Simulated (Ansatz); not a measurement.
Program: Ansatz. Geometries: PBE0-D4/def2-TZVP. ΔE: electronic, gas phase. CBS: MP2 limit from def2 TZ/QZ plus the TZ coupled-cluster correction, frozen cores. This one scheme is used for every species. Elements past krypton have def2 core potentials. For Y outer-core shells are correlated without core-valence functions, which leaves a few kJ/mol of doubt a bond. One conformer a species, not always the lowest.

Consider the formal exchange of groups at the Si–O bond: `C[N](C)[Y]([OH])[O][SiH3]` + `C=N` → `N=C[SiH3]` + `C[N](C)[Y]([OH])[OH]`.

`C[N](C)[Y]([OH])[O][SiH3]`:

```xyz
17

C     1.109    0.209   -1.670
N     1.242    0.545   -0.273
C     2.499    1.199   -0.012
Y    -0.276    0.094    1.166
O     0.112    0.649    3.075
O    -1.975   -0.862    0.458
Si   -3.319   -1.606   -0.055
H     0.153   -0.290   -1.868
H     1.151    1.100   -2.318
H     1.907   -0.469   -2.013
H     3.360    0.566   -0.279
H     2.606    2.135   -0.584
H     2.595    1.452    1.050
H     0.138    0.840    4.008
H    -4.173   -2.042    1.088
H    -4.140   -0.702   -0.912
H    -2.990   -2.818   -0.860
```

`C=N`:

Z-matrix (Å, degrees):
```
C
N 1 1.261
H 1 1.096 2 124.9
H 1 1.092 2 118.8 3 -180.0
H 2 1.021 1 111.0 3 -0.0
```

`N=C[SiH3]`:

Cartesian coordinates in Å:
```
N 1.367 0.580 -0.852
C 0.192 0.664 -0.380
Si -0.535 -0.788 0.584
H 1.634 1.434 -1.349
H -0.427 1.566 -0.513
H -1.782 -1.239 -0.091
H -0.900 -0.327 1.951
H 0.452 -1.890 0.650
```

`C[N](C)[Y]([OH])[OH]`:

Cartesian coordinates in Å:
```
C 0.002 1.787 -0.202
N 0.005 0.438 0.305
C 0.025 0.427 1.746
Y -0.017 -1.326 -0.925
O -0.041 -1.004 -2.933
O -0.009 -3.099 0.072
H 0.892 2.354 0.118
H -0.875 2.360 0.143
H -0.014 1.795 -1.297
H 0.027 -0.598 2.131
H -0.851 0.939 2.179
H 0.916 0.933 2.154
H -0.053 -1.012 -3.885
H -0.006 -3.995 0.394
```

```json
{"species": "`C[N](C)[Y]([OH])[O][SiH3]`", "CCSD(T)/CBS(def2) energy (Eh)": "-614.69712"}
{"species": "`C=N`", "CCSD(T)/CBS(def2) energy (Eh)": "-94.52360"}
{"species": "`N=C[SiH3]`", "CCSD(T)/CBS(def2) energy (Eh)": "-384.79808"}
{"species": "`C[N](C)[Y]([OH])[OH]`", "CCSD(T)/CBS(def2) energy (Eh)": "-324.37354"}
```

Task: Work out ΔE.

Result: ΔE = (-384.79808) + (-324.37354) − (-614.69712) − (-94.52360) = 0.04910 Eh = +128.9 kJ/mol.

Largest T1 diagnostic among the species: 0.014.

From PBE to PBE0 (25 % exact exchange), in def2-TZVPP and without D4, ΔE moves by +7.7 kJ/mol. At CCSD(T), def2-SVP lies −3.5 kJ/mol from the extrapolated value and def2-TZVPP +2.3 kJ/mol.
